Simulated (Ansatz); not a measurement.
Start from `C[C](=S)[ZnH]` and change one atom or group to get `CC(=S)[SeH]`.

Ansatz, PBE0-D4/def2-TZVP geometries, multiplicity 1. Each molecule was computed in one conformer, which needn't be the lowest.

Scalar relativity is left out up to krypton. Spin–orbit coupling is left out; it splits and shifts lone-pair levels of the heavy atoms by tenths of an eV.

| property | `C[C](=S)[ZnH]` |
| --- | --- |
| LUMO energy (PBE0/def2-TZVPP) / eV | -2.30 |
| HOMO–LUMO gap (ωB97M-V/def2-TZVPP) / eV | 8.04 |
| size of the dipole moment (PBE/def2-TZVPP) / D | 2.16 |
| HOMO–LUMO gap (PBE/def2-TZVPP) / eV | 1.79 |
| LUMO energy (ωB97M-V/def2-TZVPP) / eV | -0.18 |
| size of the dipole moment (ωB97M-V/def2-TZVPP) / D | 2.28 |

Give the same properties after the change, and the shifts. (An estimate is asked.)

Computed: 
```json
{"property": "LUMO energy (PBE0/def2-TZVPP) / eV", "`CC(=S)[SeH]`": "-2.10", "shift": "0.20"}
{"property": "HOMO–LUMO gap (ωB97M-V/def2-TZVPP) / eV", "`CC(=S)[SeH]`": "8.73", "shift": "0.69"}
{"property": "size of the dipole moment (PBE/def2-TZVPP) / D", "`CC(=S)[SeH]`": "2.88", "shift": "0.72"}
{"property": "HOMO–LUMO gap (PBE/def2-TZVPP) / eV", "`CC(=S)[SeH]`": "2.45", "shift": "0.66"}
{"property": "LUMO energy (ωB97M-V/def2-TZVPP) / eV", "`CC(=S)[SeH]`": "-0.02", "shift": "0.16"}
{"property": "size of the dipole moment (ωB97M-V/def2-TZVPP) / D", "`CC(=S)[SeH]`": "2.89", "shift": "0.61"}
```

With PBE0 the HOMO falls by 0.47 eV and the LUMO rises by 0.20 eV, so the gap widens by about 0.67 eV. PBE moves the HOMO by -0.33 eV and ωB97M-V by -0.54 eV. Dipoles are sizes alone; their direction can turn.
